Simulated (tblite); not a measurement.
Parent: `[CH2:1]=[C:2]([F:3])[CH2:4][Si@@H:5]([CH3:6])[SiH3:7]` with C1–C2–C4–Si5 106°, C2–C4–Si5–C6 -173°, C4H11FSi2.

Computed geometry: GFN2-xTB, gas phase. One conformer each, not checked by frequencies here.

```
coordinate of the parent    value
                   C1=C2  1.321 Å
                   C2–F3  1.361 Å
                   C2–C4  1.476 Å
                  C4–Si5  1.932 Å
                  Si5–C6  1.906 Å
                 Si5–Si7  2.320 Å
                C1–C2–F3   118.6°
                C1–C2–C4   128.7°
                F3–C2–C4   112.7°
               C2–C4–Si5   110.2°
               C4–Si5–C6   105.9°
              C4–Si5–Si7   109.2°
              C6–Si5–Si7   113.2°
```

Problem. How does the shared frame change in `[CH2:1]=[C:2]([F:3])[CH2:4][Si@:5]([CH3:6])([SiH3:7])[CH:8]=[O:9]` with C1–C2–C4–Si5 108°, C2–C4–Si5–C6 99°, C4–Si5–C8–O9 30°, C5H11FOSi2? Atoms pair as C1 = C1, C2 = C2, F3 = F3, C4 = C4, Si5 = Si5, C6 = C6, Si7 = Si7 (parent first).

Solution. 
| parent | relative | value in the relative | change |
| --- | --- | --- | --- |
| C1=C2 | C1=C2 | 1.320 Å | -0.001 |
| C2–F3 | C2–F3 | 1.363 Å | +0.002 |
| C2–C4 | C2–C4 | 1.479 Å | +0.003 |
| C4–Si5 | C4–Si5 | 1.934 Å | +0.002 |
| Si5–C6 | Si5–C6 | 1.910 Å | +0.004 |
| Si5–Si7 | Si5–Si7 | 2.332 Å | +0.012 |
| C1–C2–F3 | C1–C2–F3 | 118.8° | +0.2 |
| C1–C2–C4 | C1–C2–C4 | 128.7° | 0.0 |
| F3–C2–C4 | F3–C2–C4 | 112.5° | -0.2 |
| C2–C4–Si5 | C2–C4–Si5 | 111.3° | +1.1 |
| C4–Si5–C6 | C4–Si5–C6 | 109.4° | +3.5 |
| C4–Si5–Si7 | C4–Si5–Si7 | 111.7° | +2.5 |
| C6–Si5–Si7 | C6–Si5–Si7 | 114.9° | +1.7 |

Of the parent's bonds, Si5–Si7 changes most (+0.012 Å). Bonds of the relative outside the shared frame: Si5–C8 1.926, C8=O9 1.206 Å. Point group C1 → C1.

Problem. How does the shared frame change in `[CH2:1]=[C:2]([F:3])[CH2:4][Si@@:5]([CH3:6])([NH2:7])[SiH3:8]` with C1–C2–C4–Si5 -105°, C2–C4–Si5–C6 58°, C4–Si5–N7–H 56° and -167°, C4H12FNSi2? Atoms pair as C1 = C1, C2 = C2, F3 = F3, C4 = C4, Si5 = Si5, C6 = C6, Si7 = Si8 (parent first).

Solution. 
| parent | relative | value in the relative | change |
| --- | --- | --- | --- |
| C1=C2 | C1=C2 | 1.321 Å | 0.000 |
| C2–F3 | C2–F3 | 1.364 Å | +0.003 |
| C2–C4 | C2–C4 | 1.474 Å | -0.002 |
| C4–Si5 | C4–Si5 | 1.934 Å | +0.002 |
| Si5–C6 | Si5–C6 | 1.905 Å | -0.001 |
| Si5–Si7 | Si5–Si8 | 2.328 Å | +0.008 |
| C1–C2–F3 | C1–C2–F3 | 118.5° | -0.1 |
| C1–C2–C4 | C1–C2–C4 | 128.9° | +0.2 |
| F3–C2–C4 | F3–C2–C4 | 112.6° | -0.1 |
| C2–C4–Si5 | C2–C4–Si5 | 110.7° | +0.5 |
| C4–Si5–C6 | C4–Si5–C6 | 107.4° | +1.5 |
| C4–Si5–Si7 | C4–Si5–Si8 | 111.2° | +2.0 |
| C6–Si5–Si7 | C6–Si5–Si8 | 112.9° | -0.3 |

Of the parent's bonds, Si5–Si7 changes most (+0.008 Å). Bonds of the relative outside the shared frame: Si5–N7 1.738 Å. Point group C1 → C1.
